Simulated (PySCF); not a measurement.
Vertical excitations of a molecule C₅H₈Si from PySCF with TDDFT-B3LYP/def2-SVPD, as energy in eV (oscillator strength): 6.03 (0.001), 6.41 (0.008), 6.63 (0.002), 6.85 (0.016), 7.12 (0.043), 7.19 (0.038), 7.29 (0.003), 7.38 (0.024), 7.47 (0.001), 7.52 (0.014). Lowest triplet (TDA): 5.22 eV. Geometry: ωB97X-D3(BJ)/def2-SVP. Other conformers were not sampled.

Task: Pick the molecule that these values belong to.
(A) C#C[C@@H]1C[C@@H]1[SiH3]
(B) C#CC/C=C/[SiH3]
(C) C=C([SiH3])C#CC
(D) C#CC(=C)[SiH2]C

Result: A, C#C[C@@H]1C[C@@H]1[SiH3]
